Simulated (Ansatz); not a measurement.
Relaxation of C2H8SiSnTe (13 atoms, charge 0, multiplicity 1), to a largest force component of 0.015 eV/Å in at most 40 steps.

Computed with RKS PBE0-D4/def2-SVP (Ansatz 0.2.0).

```xyz
13
Properties=species:S:1:pos:R:3
C -1.480 -0.441 -0.188
C -0.123 0.156 -0.347
Si 1.207 -1.125 -0.393
Sn 0.378 1.776 0.955
Te 0.081 1.602 -1.881
H -1.759 -1.055 -1.052
H -2.245 0.432 -0.185
H -1.576 -0.947 0.744
H 1.216 -1.878 0.916
H 2.547 -0.462 -0.494
H 1.015 -2.032 -1.496
H -1.115 2.275 1.839
H 1.875 1.665 1.596
```

**Question.** Where does it end, and by what steps?

**Answer.** The forces met the threshold. After 6 steps the energy has fallen by 0.635 eV; H9 moved furthest, 0.41 Å.

```json
{"step": "0", "energy less start (eV)": "0.0000", "largest force component (eV/Å)": "2.571", "accepted": "yes"}
{"step": "1", "energy less start (eV)": "-0.4709", "largest force component (eV/Å)": "0.946", "accepted": "yes"}
{"step": "2", "energy less start (eV)": "-0.6028", "largest force component (eV/Å)": "0.281", "accepted": "yes"}
{"step": "3", "energy less start (eV)": "-0.6189", "largest force component (eV/Å)": "0.110", "accepted": "yes"}
{"step": "4", "energy less start (eV)": "-0.6330", "largest force component (eV/Å)": "0.163", "accepted": "yes"}
{"step": "5", "energy less start (eV)": "-0.6344", "largest force component (eV/Å)": "0.093", "accepted": "yes"}
{"step": "6", "energy less start (eV)": "-0.6354", "largest force component (eV/Å)": "0.014", "accepted": "yes"}
```

```xyz
13
Properties=species:S:1:pos:R:3
C -1.560 -0.475 -0.151
C -0.143 0.057 -0.223
Si 1.236 -1.199 -0.386
Sn 0.343 1.831 0.904
Te 0.155 1.677 -1.785
H -1.810 -1.069 -1.047
H -2.311 0.326 -0.076
H -1.679 -1.135 0.727
H 1.127 -2.221 0.708
H 2.563 -0.521 -0.275
H 1.151 -1.915 -1.698
H -0.944 2.580 1.734
H 1.892 2.029 1.584
```

Whether the end is a true minimum wasn't checked by a vibrational analysis.

The run took 61 s on 2 threads of Arm Neoverse V1, with other jobs on the host, peak memory 0.48 GiB.
